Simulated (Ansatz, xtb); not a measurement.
## Two isomers of C3H12BNSi

Structure X is `BN[SiH2]C(C)C`, a singlet and structure Y is `CBN([SiH3])CC`, a singlet. Both are isolated molecules in the gas phase, relaxed with B3LYP/def2-SVP; each stands in its lowest conformer found.

X (Å):

```xyz
18

C    -0.8503   -0.2879    1.6473
C    -2.0847    0.4750    2.1541
C     0.1383   -0.5996    2.7846
B    -1.5517    2.1077   -1.6426
N    -1.0533    0.8892   -1.1548
Si    0.0269    0.6169    0.2245
H    -1.2373    3.1396   -1.0975
H    -2.2893    2.1123   -2.6011
H    -1.3493    0.0534   -1.6575
H     0.5181    1.9517    0.6643
H     1.1751   -0.2245   -0.2337
H    -1.1914   -1.2513    1.2194
H    -2.8092    0.6710    1.3477
H    -1.8037    1.4494    2.5895
H    -2.6081   -0.0950    2.9412
H    -0.3511   -1.1768    3.5880
H     0.5291    0.3252    3.2433
H     1.0030   -1.1881    2.4362
```

Y (Å):

```
atom    x (Å)    y (Å)    z (Å)
   C   1.9647   1.4431  -1.9891
   C  -0.8009  -1.2927  -1.0772
   C  -0.2721  -2.4878  -0.2860
   B   0.9645   0.2209  -2.0131
   N   0.0589  -0.0966  -0.9755
  Si  -0.0584   0.8995   0.4935
   H   2.9961   1.0717  -2.1309
   H   1.7680   2.0967  -2.8586
   H   1.9599   2.0767  -1.0876
   H   0.9634  -0.5033  -2.9891
   H  -1.1708   0.3405   1.3134
   H   1.1953   0.8681   1.3001
   H  -0.3704   2.3182   0.1621
   H  -0.8818  -1.5609  -2.1416
   H  -1.8218  -1.0470  -0.7355
   H  -0.9437  -3.3549  -0.3957
   H   0.7287  -2.7801  -0.6424
   H  -0.1943  -2.2602   0.7903
```

Question: Estimate which is lower in electronic energy at CCSD(T)/def2-SVP + ΔMP2/def2-TZVPP, and by roughly how much.

Answer: The CCSD(T)/def2-SVP + ΔMP2/def2-TZVPP calculation puts structure X lower, by 0.175 eV.

Level by level:

| level | geometry | E(Y) − E(X) (eV) | departure from the last row (eV) | job, with rough time for the two |
| --- | --- | --- | --- | --- |
| GFN2-xTB | GFN2-xTB | −0.187 | −0.362 | optimisation, 1.6 s |
| HF/STO-3G | GFN2-xTB | +0.112 | −0.063 | single point, 0.38 s |
| r2SCAN-D4/def2-SVP | GFN2-xTB | +0.083 | −0.092 | single point, 3.9 s |
| B3LYP/def2-SVP | B3LYP/def2-SVP | +0.094 | −0.081 | optimisation, 91 s |
| HF/def2-SVP | B3LYP/def2-SVP | +0.128 | −0.047 | part of the CCSD(T) run |
| MP2/def2-SVP | B3LYP/def2-SVP | +0.131 | −0.044 | part of the CCSD(T) run |
| CCSD(T)/def2-SVP | B3LYP/def2-SVP | +0.096 | −0.080 | single point |
| CCSD(T)/def2-SVP + ΔMP2/def2-TZVPP | B3LYP/def2-SVP | +0.175 |  | single point, 78 s |

As drawn, Y has 1 C–B, 1 C–N, 1 C–H, 1 Si–H in place of 1 C–Si, 1 C–C, 1 B–H, 1 N–H.

GFN2-xTB puts the two in the other order. The largest departure from CCSD(T)/def2-SVP + ΔMP2/def2-TZVPP is that of GFN2-xTB, 0.362 eV. The last row adds to CCSD(T) the change of the MP2 difference between the two basis sets, here +0.080 eV.

With thermal terms from frequencies at re-optimised GFN2-xTB minima (ideal gas, soft modes damped towards free rotors, one conformer each, 298.15 K, 1 atm): on the last row, ΔE + ΔZPE = +0.130, ΔH = +0.132, ΔG = +0.122 eV.

The correlated steps freeze 10 core orbitals. Programs: Ansatz 0.2.0, xtb 6.7.1; the last row on 4 threads of Arm Neoverse V1 on a shared host.
